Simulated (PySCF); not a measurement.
NICS in one family of compounds.

NICS = −σ at a ghost point: NICS(0) at the centroid of the ring atoms, NICS(1) 1 Å to either side along the normal of their mean plane, zz for the tensor component along that normal. Level: GIAO PBE0/pcSseg-1 (PySCF, non-relativistic, gas phase) on the GFN2-xTB geometries, one conformer each. Atom numbers follow the mapped SMILES.

Question: Order these rings by mean NICS(1)zz, lowest (most negative) first (ppm).
A. ring C3–P4–C5–O7–C8 in `[CH:1]#[C:2][c:3]1[p:4][c:5]([CH3:6])[o:7][c:8]1[CH3:9]`
B. ring C3–C4–O5–C6–P8 in `[CH:1]#[C:2][c:3]1[cH:4][o:5][c:6]([CH3:7])[p:8]1`
C. ring C3–P4–C5–O7–C8 in `[CH:1]#[C:2][c:3]1[p:4][c:5]([CH3:6])[o:7][c:8]1[CH:9]1[CH2:10][CH2:11]1`
D. ring C2–O3–C4–C5–P10 in `[CH3:1][c:2]1[o:3][cH:4][c:5]([C:6]([CH3:7])([CH3:8])[CH3:9])[p:10]1`

Answer: B (-23.1), D (-21.9), A (-20.6), C (-19.3).

| SMILES | ring | NICS(0) | NICS(1) | NICS(1)zz | HOMA | rms pucker (Å) | ring atoms with four or more neighbours |
| --- | --- | --- | --- | --- | --- | --- | --- |
| C#Cc1coc(C)p1 | 5-membered ring with O and P; formal bonds all aromatic | -11.3 | -10.3 | -23.1 | 0.43 | 0.00 | 0 |
| Cc1occ(C(C)(C)C)p1 | 5-membered ring with O and P; formal bonds all aromatic | -10.3 | -10.0 | -21.9 | 0.39 | 0.00 | 0 |
| C#Cc1pc(C)oc1C | 5-membered ring with O and P; formal bonds all aromatic | -10.3 | -9.8 | -20.6 | 0.39 | 0.00 | 0 |
| C#Cc1pc(C)oc1C1CC1 | 5-membered ring with O and P; formal bonds all aromatic | -10.0 | -9.5 | -19.3 | 0.40 | 0.00 | 0 |

NICS(0) ties some rings at the printed digit and otherwise keeps the order. The isotropic NICS(1) gives the same order. HOMA uses Krygowski's 1993 parameters. NICS(1) and NICS(1)zz are means over the two faces.
